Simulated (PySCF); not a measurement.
C2H8BFN2, SMILES CN(C)B(N)F.

The structure is a stationary point at B3LYP-D3(BJ)/def2-SVP. The values are those of a single conformer.

Two levels are set side by side: TDDFT-PBE/def2-SVPD (PySCF) and TDDFT-ωB97X/def2-SVPD (PySCF). Vertical, same geometry. The lowest singlet is HOMO→LUMO 100 % with PBE and HOMO→LUMO 87 % with the other functional; states are paired by order. Differences are taken from unrounded values.

| quantity | TDDFT-ωB97X |
|---|---|
| lowest singlet excitation (eV) | 6.39 |
| lowest triplet excitation (TDA) (eV) | 6.35 |
| first bright state (f over 0.05) (eV) | 8.21 |
| its oscillator strength | 0.31 |

Q: What does TDDFT-PBE give, and how far is it from TDDFT-ωB97X? (Estimate from the structure and the level; the computed values follow.)

A: 
```
quantity                               TDDFT-PBE  TDDFT-PBE minus TDDFT-ωB97X
-------------------------------------  ---------  ---------------------------
lowest singlet excitation (eV)              4.84                        -1.54
lowest triplet excitation (TDA) (eV)        4.76                        -1.60
first bright state (f over 0.05) (eV)       6.87                        -1.34
its oscillator strength                     0.18                        -0.13
```

Functionals without exact exchange tend to place singlet excitations lower, as here. Differences between two approximate levels are no errors against the true value.

Rough cost on one machine, each run with all the roots and properties that it gave: TDDFT-ωB97X against TDDFT-PBE about 8 times.
